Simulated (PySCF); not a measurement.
Calculation: PBE0-D3(BJ)/def2-TZVP (PySCF). Isolated molecules, 0 K electronic values unless said otherwise. One relaxed conformer stands for a flexible species; it need not be the lowest. 

Reference species (SMILES): `CCNC` (C–C–N–C torsion 64°) (neutral, multiplicity 1).

```yaml
HOMO–LUMO gap: 7.45 eV
```

Changed species: `CC(C)N`.

Task: Give the shifts of the HOMO–LUMO gap.

Result: the HOMO–LUMO gap goes up by 0.39 eV, to 7.84 eV.
